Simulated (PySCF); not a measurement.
Electronic structure of O⁺ (oxygen, charge +1) at the PBE level

Configuration: [He] 2s2 2p3, high-spin 4S determinant. Computed with PySCF 2.14 in Sapporo-DZP-2012 (4s3p1d, 18 functions), with scalar relativity by spin-free X2C-1e.

| Quantity | Value |
| --- | --- |
| Total energy | -74.5204 hartree |
| One-electron energy | -98.4198 hartree |
| Hartree (Coulomb) energy | 31.9092 hartree |
| Exchange-correlation energy | -8.0098 hartree |
| ⟨S²⟩ | 3.7515 |
| ⟨L²⟩ | 0.000 |
| Sum of ⟨r⟩ | 5.867 bohr |
| Sum of ⟨r²⟩ | 7.579 bohr² |
| Langevin diamagnetic susceptibility | -6.00 ×10⁻⁶ cm³/mol |
| Time after the integrals | 0.08 s of wall time on 1 thread of Intel(R) Xeon(R) Platinum 8375C CPU @ 2.90GHz (shared host) |

```json
{"shell": "1s α", "electrons": "1", "mean orbital energy (eV)": "-533.55", "rms radius, mean of both spins (bohr)": "0.232"}
{"shell": "1s β", "electrons": "1", "mean orbital energy (eV)": "-531.42", "rms radius, mean of both spins (bohr)": "0.232"}
{"shell": "2s α", "electrons": "1", "mean orbital energy (eV)": "-41.709", "rms radius, mean of both spins (bohr)": "1.20"}
{"shell": "2s β", "electrons": "1", "mean orbital energy (eV)": "-35.823", "rms radius, mean of both spins (bohr)": "1.20"}
{"shell": "2p α", "electrons": "3", "mean orbital energy (eV)": "-26.390", "rms radius, mean of both spins (bohr)": "1.23"}
```
